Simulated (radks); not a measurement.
Results of a calculation; reference values are marked as such.
Polarisability of the scandium ion Sc3+, [Ar], at imaginary frequency. Code: a radial shooting solver on a logarithmic mesh with Libxc functionals. Model: scalar-relativistic Kohn-Sham, PBE, spin-polarised, spherical densities, finite nucleus; Fermi nuclear charge, rms radius 3.5459 fm. Response by self-consistent Sternheimer equations with the Hartree and adiabatic LDA kernel, the relativistic mass of each level held fixed and spin-orbit coupling left out.

| w (hartree) | alpha1(iw) (bohr^3) | alpha2(iw) (bohr^5) |
|---|---|---|
| 0.00266 | 2.154 | 3.624 |
| 0.0143 | 2.154 | 3.624 |
| 0.0360 | 2.153 | 3.623 |
| 0.0697 | 2.150 | 3.620 |
| 0.118 | 2.142 | 3.613 |
| 0.186 | 2.125 | 3.597 |
| 0.280 | 2.088 | 3.565 |
| 0.413 | 2.016 | 3.498 |
| 0.605 | 1.879 | 3.367 |
| 0.892 | 1.637 | 3.114 |
| 1.35 | 1.263 | 2.660 |
| 2.12 | 0.8032 | 1.951 |
| 3.59 | 0.3950 | 1.095 |
| 6.94 | 0.1429 | 0.4015 |
| 17.5 | 0.03308 | 0.07410 |

Static values: alpha1 = 2.154 bohr^3 (0.3192 angstrom^3; uncoupled 3.411), alpha2 = 3.624 bohr^5, alpha3 = 12.94 bohr^7. C6 = 5.701, C8 = 56.17, triple-dipole C9 = 9.034 atomic units. One-pole (London) frequency 4 C6 / (3 alpha1^2) = 1.638 hartree, against 2.374 for minus the highest occupied eigenvalue.
